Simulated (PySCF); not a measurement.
**C₉H₁₄: full NMR table**

| Property | Result |
| --- | --- |
| Formula | C9H14 |
| SMILES | C=C[C@@H]1[C@H]2CCCC[C@@H]12 |
| InChI | InChI=1S/C9H14/c1-2-7-8-5-3-4-6-9(7)8/h2,7-9H,1,3-6H2/t7-,8-,9+ |
| Point group of the computed structure | C1 |
| Degrees of unsaturation | 3 |
| Carbon signals | 6 |
| Proton signals | 9 |

Numbering as in the mapped SMILES `[CH2:1]=[CH:2][C@@H:3]1[C@H:4]2[CH2:5][CH2:6][CH2:7][CH2:8][C@@H:9]12`; H(Xn) means a hydrogen on atom n. Ha(C1) is cis to C3; Ha(C5), Ha(C6), Ha(C7), Ha(C8) are cis to C3 on the ring; Hb(C1) is trans to C3; Hb(C5), Hb(C6), Hb(C7), Hb(C8) are trans to C3 on the ring.

Theoretical values (PySCF 2.14): GFN2-xTB structure, shieldings: GIAO PBE0/pcSseg-1. Single conformer, no solvent model, averaged over atoms made equivalent by symmetry, fast rotation or ring inversion, no relativistic terms.

Referencing at the same level of theory: 1H and 13C against TMS.

```tsv
carbon	δC, type	δH (multiplicity)	HMBC from (2–3 bonds)	span of the C tensor (ppm)
C1	111.6, CH2	Ha(C1) 4.74 (m); Hb(C1) 4.97 (m)	H(C2), H(C3)	213
C2	150.8, CH	6.90 (m)	Hb(C1), Ha(C1), H(C4)/H(C9), H(C3)	246
C3	27.9, CH	0.70 (m)	H(C2), Hb(C1), Ha(C1), Hb(C5)/Hb(C8), Ha(C5)/Ha(C8), H(C4)/H(C9)	77
C4/C9	31.3, CH	1.14 (m)	H(C2), Hb(C5)/Hb(C8), Ha(C5)/Ha(C8), Hb(C6)/Hb(C7), H(C4)/H(C9), Ha(C6)/Ha(C7), H(C3)	69
C5/C8	28.1, CH2	Ha(C5) 1.76 (m); Hb(C5) 1.99 (m)	Hb(C6)/Hb(C7), H(C4)/H(C9), Ha(C6)/Ha(C7), H(C3)	16
C6/C7	25.1, CH2	Ha(C6) 1.12 (m); Hb(C6) 1.26 (m)	Hb(C5)/Hb(C8), Ha(C5)/Ha(C8), Hb(C6)/Hb(C7), H(C4)/H(C9), Ha(C6)/Ha(C7)	13
```

- Carbon types of the structure: 4 × CH, 5 × CH2, which accounts for all hydrogens.
- δC 150.8: alkene CH; as expected for a trigonal carbon in a double bond.
- δC 111.6: terminal =CH2 carbon; as expected for a trigonal carbon in a double bond.
- δH 6.90: hydrogen on an alkene CH; a vinylic proton, deshielded by the sp2 carbon and the C=C anisotropy.
- δH 4.97, 4.74: hydrogen on a terminal =CH2 carbon; attached to an sp2 carbon and in the plane of the double bond.
- δH 1.14, 0.70: hydrogen on a three-membered-ring carbon; cyclopropane-type protons are shielded by the ring.

Shifts are as computed. Against solution values, carbons near 30 ppm lie about +3 ppm off and those near 130 ppm about +5 ppm. Of 1211 compounds with measured shifts, 218 miss one by over three times the rms of a fit or turn the order of signals round; such compounds aren't used in these exercises. No couplings were computed; multiplicities are counted from neighbouring protons, with m where these are inequivalent, close in shift, in a saturated or five-membered ring or joined by F or P, and br s for small geminal =CH2 splittings.
